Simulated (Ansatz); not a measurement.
`C=NB(F)Br` and `FB(F)Br` differ in one atom or group.

Ansatz, PBE0-D4/def2-TZVP geometries, multiplicity 1. Each molecule was computed in one conformer, which needn't be the lowest.

Scalar relativity is left out up to krypton.

| property | `C=NB(F)Br` |
| --- | --- |
| LUMO energy (B3LYP/def2-TZVPP) / eV | -1.92 |
| HOMO energy (PBE0/def2-TZVPP) / eV | -7.86 |
| size of the dipole moment (B3LYP/def2-TZVPP) / D | 3.24 |
| HOMO–LUMO gap (PBE/def2-TZVPP) / eV | 3.76 |
| HOMO–LUMO gap (ωB97M-V/def2-TZVPP) / eV | 10.67 |
| LUMO energy (PBE/def2-TZVPP) / eV | -2.77 |

Question: Give the same properties after the change, and the shifts. (Estimate.)

Answer: Ansatz gave: 
```csv
property,`FB(F)Br`,shift
LUMO energy (B3LYP/def2-TZVPP) / eV,-0.65,1.27
HOMO energy (PBE0/def2-TZVPP) / eV,-9.08,-1.22
size of the dipole moment (B3LYP/def2-TZVPP) / D,0.28,-2.96
HOMO–LUMO gap (PBE/def2-TZVPP) / eV,6.27,2.51
HOMO–LUMO gap (ωB97M-V/def2-TZVPP) / eV,13.06,2.39
LUMO energy (PBE/def2-TZVPP) / eV,-1.42,1.35
```

With PBE0 the HOMO falls by 1.22 eV and the LUMO rises by 1.27 eV, so the gap widens by about 2.49 eV. PBE moves the HOMO by -1.17 eV and ωB97M-V by -1.25 eV. The zero-point energy changes by -74.0 kJ/mol with -9 modes. Dipoles are sizes alone; their direction can turn.

B3LYP here is the variant with VWN-RPA as its local correlation; programs differ in this.

Spin–orbit coupling is left out; it splits and shifts lone-pair levels of the heavy atoms by tenths of an eV.
